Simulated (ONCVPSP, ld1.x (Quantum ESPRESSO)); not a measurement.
## Potentials for arsenic compared

Generated with ld1.x 7.5 (TM, RRKJ, ultrasoft, PAW), atompaw 4.2 or ONCVPSP 4.0.1. The cutoff is in Ry: for ld1.x and atompaw files where the sum of valence levels is converged to 10 mRy in a Bessel basis, for ONCV files where the hardest occupied wave has 1 mHa per electron of residual kinetic energy. The error is the largest all-electron minus pseudo excitation energy over each file’s own four to seven test configurations (ionisations up to +4, promotions, holes and added fractions of an electron), all of which were solved. The labels leave out finer settings (local radius, basis sizes, second energies), which also bear on the numbers. Spin-polarised tests are not counted. The rows are a selection from randomly drawn settings: files with unsolved tests, undetermined cutoffs or missed reference levels are left out.

A true bound ghost makes a file unfit for plane-wave use even where its test errors are small: the radial tests pick states by their node count and pass the ghost by.

```tsv
potential	cutoff (Ry)	largest error (meV)	bound ghosts
ONCV, PBE, scalar-relativistic, rc 1.05/1.05/1.20 (spd), local smoothed, core correction yes, reference 3s2 3p6 3d10 4s2 4p2.5, qcut 10.3/13.4/11.7, projectors 2/2/2	124	-30	none
TM, PBE, fully relativistic, rc 1.66/1.56 (sp), local smoothed, core correction yes, reference 4s2 4p3	30	-247	none
ONCV, PBE, scalar-relativistic, rc 1.50/1.95 (sp), local smoothed, core correction yes, reference 4s2 4p3, qcut 3.7/4, projectors 2/2	49	-114	none
ONCV, PBE, scalar-relativistic, rc 1.05/1.25/1.15 (spd), local smoothed, core correction yes, reference 3s2 3p6 3d10 4s1 4p4, qcut 9.1/9.7/16.3, projectors 2/2/2	188	-8.5	none
```

Q: Fill in the row for As: ONCV, PBEsol, scalar-relativistic, rc 1.10/1.05/0.70 (spd), local smoothed, core correction yes, reference 3s2 3p6 3d10 4s1.75 4p3.25, qcut 11.3/11.5/18.3, projectors 2/2/2.

A: cutoff 319 Ry, largest error -3.7 meV, bound ghosts: none.

Q: Fill in the row for As: ONCV, PBEsol, scalar-relativistic, rc 1.00/1.10/1.20 (spd), local smoothed, core correction yes, reference 3s2 3p6 3d10 4s1 4p4, qcut 12.6/12.7/15.7, projectors 2/2/2.

A: cutoff 175 Ry, largest error -4.8 meV, bound ghosts: none.

Q: Fill in the row for As: ONCV, PBE, scalar-relativistic, rc 1.75/1.80/1.00 (spd), local smoothed, core correction yes, reference 3d10 4s1 4p4, qcut 4.1/5/12.8, projectors 2/2/2.

A: cutoff 450 Ry, largest error -249 meV, bound ghosts: s.
